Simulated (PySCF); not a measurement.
Compound: C₈H₁₁O₂ (charge -1).
Atom-mapped SMILES: `[CH2:1]=[C:2]1[CH2:3][CH2:4][CH2:5][C@@H:6]([C:7](=[O:8])[O-:9])[CH2:10]1` (hydrogens: H11, H12 on C1; H13, H14 on C3; H15, H16 on C4; H17, H18 on C5; H19 on C6; H20, H21 on C10)

The same species was optimised twice, with GFN2-xTB and with PBE0-D3(BJ)/def2-SVP (PySCF), and the same property calculations (PySCF, gas phase) were run on both structures.

| coordinate | GFN2-xTB | PBE0-D3(BJ)/def2-SVP | change |
| --- | --- | --- | --- |
| C6–C7 (Å) | 1.603 | 1.573 | -0.030 |
| C1=C2 (Å) | 1.326 | 1.340 | +0.014 |
| C7=O8 (Å) | 1.236 | 1.250 | +0.014 |
| C7–O9 (Å) | 1.235 | 1.242 | +0.007 |
| C2–C10 (Å) | 1.491 | 1.498 | +0.007 |
| C2–C3 (Å) | 1.501 | 1.504 | +0.003 |
| C5–C6 (Å) | 1.524 | 1.527 | +0.003 |
| C4–C5 (Å) | 1.527 | 1.524 | -0.003 |
| C6–C10 (Å) | 1.531 | 1.532 | +0.001 |
| C3–C4 (Å) | 1.531 | 1.531 | 0.000 |
| C2–C10–C6 (°) | 110.7 | 113.2 | +2.5 |
| C2–C3–C4 (°) | 109.1 | 110.8 | +1.7 |
| C5–C6–C7 (°) | 107.8 | 109.0 | +1.2 |
| C4–C5–C6 (°) | 112.1 | 113.2 | +1.1 |
| C3–C4–C5 (°) | 109.9 | 110.9 | +1.0 |
| C6–C7–O8 (°) | 114.9 | 113.9 | -1.0 |
| C6–C7–O9 (°) | 115.2 | 116.0 | +0.8 |
| C7–C6–C10 (°) | 109.5 | 110.2 | +0.7 |
| C5–C6–C7–O8 (°) | 70 | 71 | +1 |

Rotational constants: A = 2467, B = 887.2, C = 769.5 MHz (GFN2-xTB) against A = 2441, B = 882.6, C = 759.8 MHz (PBE0-D3(BJ)/def2-SVP). Point groups within 0.08 Å: C1 and C1.

On the GFN2-xTB structure: HOMO (eV) -1.20 [PBE0/pcSseg-1]; LUMO (eV) 3.77 [PBE0/pcSseg-1]; GIAO shielding of C1 (ppm) 84.8 [PBE0/pcSseg-1]; GIAO shielding of C2 (ppm) 16.6 [PBE0/pcSseg-1]; GIAO shielding of C3 (ppm) 144.8 [PBE0/pcSseg-1]; GIAO shielding of C4 (ppm) 149.5 [PBE0/pcSseg-1]; GIAO shielding of C5 (ppm) 150.9 [PBE0/pcSseg-1]; GIAO shielding of C6 (ppm) 125.3 [PBE0/pcSseg-1]; GIAO shielding of C7 (ppm) 13.3 [PBE0/pcSseg-1]; GIAO shielding of O8 (ppm) 44.5 [PBE0/pcSseg-1].

Problem. What do these properties become on the PBE0-D3(BJ)/def2-SVP structure?

Solution. 
```
                                    property          level  on GFN2-xTB  on PBE0-D3(BJ)/def2-SVP  change
                                   HOMO (eV)  PBE0/pcSseg-1        -1.20                    -1.30   -0.10
                                   LUMO (eV)  PBE0/pcSseg-1         3.77                     3.64   -0.13
energy, GFN2-xTB geometry as zero (kcal/mol)  PBE0/pcSseg-1          0.0                     -1.1    -1.1
                  GIAO shielding of C1 (ppm)  PBE0/pcSseg-1         84.8                     80.6    -4.2
                  GIAO shielding of C2 (ppm)  PBE0/pcSseg-1         16.6                     14.6    -2.0
                  GIAO shielding of C3 (ppm)  PBE0/pcSseg-1        144.8                    143.8    -1.0
                  GIAO shielding of C4 (ppm)  PBE0/pcSseg-1        149.5                    150.2    +0.7
                  GIAO shielding of C5 (ppm)  PBE0/pcSseg-1        150.9                    150.2    -0.7
                  GIAO shielding of C6 (ppm)  PBE0/pcSseg-1        125.3                    128.4    +3.1
                  GIAO shielding of C7 (ppm)  PBE0/pcSseg-1         13.3                     10.0    -3.3
                  GIAO shielding of O8 (ppm)  PBE0/pcSseg-1         44.5                     32.7   -11.8
```

The heavy atoms differ by 0.041 Å rms after alignment. Among bonds between heavy atoms C6–C7 changes most (-0.030 Å). Changes are differences of the printed values. Neither structure is proved a minimum here. Isolated species at its PBE0-D3(BJ)/def2-SVP geometry (one conformer only).
